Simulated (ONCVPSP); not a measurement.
**What one change does to a pseudopotential (Zn, ONCV)**

zinc (Zn), optimised norm-conserving Vanderbilt (ONCV), made with ONCVPSP 4.0.1 (PBEsol, scalar-relativistic). Core [Ar] 3d10, reference 4s1.5 4p0.5. Waves: 4s: rc 1.95 bohr, ncon 4, nbas 9, qcut 3.9 1/bohr, 1 projector; 4p: rc 2.85 bohr, ncon 4, nbas 8, qcut 2.6 1/bohr, 2 projectors, debl 0.4 Ha. Local part: polynomial inside 1.50 bohr (lpopt 5, dvloc0 4 Ha). Core correction: Teter function, fcfact 2.75, rcfact 1.1.

All-electron outer shells of the reference configuration (PBEsol, scalar-relativistic, ld1.x):

| shell | level (eV) | outermost node (bohr) | outermost maximum (bohr) |
| --- | --- | --- | --- |
| 3p | -84.44 | 0.25 | 0.59 |
| 3d | -11.33 | – | 0.57 |
| 4s | -6.76 | 0.85 | 2.06 |
| 4p | -1.63 | 0.92 | 2.96 |

Change: local potential polynomial inside 1.50 bohr (lpopt 5, dvloc0 0 Ha).

Cutoffs: the cutoffs (Ha) at which the residual kinetic energy of the hardest occupied pseudo-wave falls to 1 and 0.1 mHa per electron; they do not see the model core or the augmentation charge, which bear on the density cutoff. Errors are all-electron minus pseudo energies relative to the spin-unpolarised reference configuration.

Problem. How do hardness, ghosts and transferability respond?

Solution. The potential gets neither clearly harder nor softer (6.1 Ha and 9.9 Ha → 6.1 Ha and 9.9 Ha); the lowest positive-energy flag moves from none to s at 21.2 eV; of the 4 tests that both files solve, the error grows in 0 and shrinks in 1 by more than 15 % and 0.3 meV (median size 5.6 → 4.9 meV); neither file shows a bound ghost.

| quantity | base | changed |
| --- | --- | --- |
| cutoff, loose | 6.1 Ha | 6.1 Ha |
| cutoff, tight | 9.9 Ha | 9.9 Ha |
| bound ghosts | none | none |
| GHOST(+) flags under 300 eV | none | s at 21.2 eV |
| error for 4s2 4p0, meV [ΔE -2.51 eV] | +0.4 | +0.6 |
| error for 4s1 4p0, meV [ΔE 7.39 eV] | -6.4 | -4.9 |
| error for 4s1.5 4p0, meV [ΔE 1.44 eV] | +4.8 | +4.9 |
| error for 4s0 4p1, meV [ΔE 13.75 eV] | -11 | -11 |
| s: phases at 1.98 bohr within 0.05 rad from the reference energy up to (Ha; the scan ends near 5) | 1.5 | 0.5 |
| p: phases at 2.90 bohr within 0.05 rad from the reference energy up to (Ha; the scan ends near 5) | 1.6 | 1.5 |
| rms error of d²Exc/dni dnj with the model core, mHa | 6.36 | 6.36 |
